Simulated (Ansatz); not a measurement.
`[SiH2]1[GeH2][SiH2][GeH2][GeH2]1`. The species carries charge 0 and has multiplicity 1. Correlated methods include outer-core shells of Ge, which these sets cover unevenly. Scalar relativity is left out up to krypton.

```json
{"atom": "Si1", "x (Å)": "1.301", "y (Å)": "-1.333", "z (Å)": "-0.734"}
{"atom": "Ge2", "x (Å)": "1.404", "y (Å)": "1.038", "z (Å)": "-0.962"}
{"atom": "Si3", "x (Å)": "0.089", "y (Å)": "1.800", "z (Å)": "0.876"}
{"atom": "Ge4", "x (Å)": "-1.748", "y (Å)": "0.273", "z (Å)": "0.966"}
{"atom": "Ge5", "x (Å)": "-0.976", "y (Å)": "-1.756", "z (Å)": "-0.155"}
{"atom": "H6", "x (Å)": "2.178", "y (Å)": "-1.743", "z (Å)": "0.399"}
{"atom": "H7", "x (Å)": "1.729", "y (Å)": "-2.063", "z (Å)": "-1.958"}
{"atom": "H8", "x (Å)": "0.725", "y (Å)": "1.452", "z (Å)": "-2.282"}
{"atom": "H9", "x (Å)": "2.839", "y (Å)": "1.594", "z (Å)": "-0.958"}
{"atom": "H10", "x (Å)": "-0.351", "y (Å)": "3.214", "z (Å)": "0.736"}
{"atom": "H11", "x (Å)": "0.892", "y (Å)": "1.670", "z (Å)": "2.124"}
{"atom": "H12", "x (Å)": "-2.963", "y (Å)": "0.847", "z (Å)": "0.214"}
{"atom": "H13", "x (Å)": "-2.176", "y (Å)": "-0.019", "z (Å)": "2.415"}
{"atom": "H14", "x (Å)": "-1.129", "y (Å)": "-2.993", "z (Å)": "0.747"}
{"atom": "H15", "x (Å)": "-1.813", "y (Å)": "-1.983", "z (Å)": "-1.428"}
```

**Question.** Give the diagnostics of a CCSD(T)/def2-TZVPP run (frozen core, Ansatz 0.2.0). (An estimate is asked.)

**Answer.** Ansatz gave: T1 = 0.0126, largest single amplitude 0.030, largest double 0.019, (T) share of the correlation energy 3.8 %, 8 CCSD cycles. The RHF solution is stable towards an unrestricted one. T1 lies under the customary mark of 0.02 for closed shells.
